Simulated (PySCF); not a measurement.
SMILES C[SiH2]/C=C/[SiH](C)C (C5H14Si2), GFN2-xTB optimised geometry.

```
21

Si     0.13    -0.82     0.00
C     -0.51     0.97     0.00
C     -0.51    -1.70    -1.54
C      0.24    -2.23    -2.50
Si    -0.40    -3.08    -4.06
C     -0.12    -1.94    -5.56
C      0.56    -4.71    -4.32
H      1.60    -0.82     0.00
H     -0.36    -1.51     1.20
H     -0.17     1.51    -0.87
H     -1.60     1.00    -0.01
H     -0.18     1.50     0.88
H     -1.59    -1.76    -1.65
H      1.32    -2.17    -2.38
H     -1.84    -3.36    -3.92
H     -0.46    -2.41    -6.48
H      0.94    -1.70    -5.68
H     -0.65    -1.00    -5.45
H      0.43    -5.38    -3.48
H      0.22    -5.22    -5.21
H      1.62    -4.52    -4.43
```

Density from PBE0/def2-SVP in PySCF 2.14.0 at that geometry.

Minimum of the electron density along straight lines between bonded atoms, close to the bond critical point (lines longer than 1.1 times the sum of covalent radii, or with two minima, are not listed):

| bond | length / Å | ρ at the minimum / e bohr⁻³ | ∇²ρ there / e bohr⁻⁵ | position (fraction from the first atom) |
|---|---|---|---|---|
| Si1–C2 | 1.901 | 0.110 | 0.31 | 0.38 |
| Si1–C3 | 1.884 | 0.113 | 0.34 | 0.38 |
| C3–C4 | 1.332 | 0.336 | -0.87 | 0.50 |
| C4–Si5 | 1.889 | 0.112 | 0.35 | 0.62 |
| Si5–C6 | 1.906 | 0.110 | 0.30 | 0.38 |
| Si5–C7 | 1.904 | 0.110 | 0.31 | 0.38 |
| Si1–H8 | 1.469 | 0.116 | 0.33 | 0.49 |
| Si1–H9 | 1.471 | 0.116 | 0.32 | 0.49 |
| C2–H10 | 1.087 | 0.272 | -0.97 | 0.63 |
| C2–H11 | 1.086 | 0.271 | -0.97 | 0.62 |
| C3–H13 | 1.085 | 0.277 | -1.02 | 0.63 |
| C4–H14 | 1.085 | 0.277 | -1.02 | 0.63 |
| Si5–H15 | 1.474 | 0.115 | 0.31 | 0.49 |
| C6–H16 | 1.086 | 0.271 | -0.97 | 0.62 |
| C6–H17 | 1.087 | 0.271 | -0.96 | 0.62 |
| C6–H18 | 1.086 | 0.272 | -0.97 | 0.62 |
| C7–H19 | 1.086 | 0.272 | -0.97 | 0.62 |
| C7–H20 | 1.086 | 0.271 | -0.97 | 0.62 |
| C7–H21 | 1.086 | 0.271 | -0.96 | 0.62 |
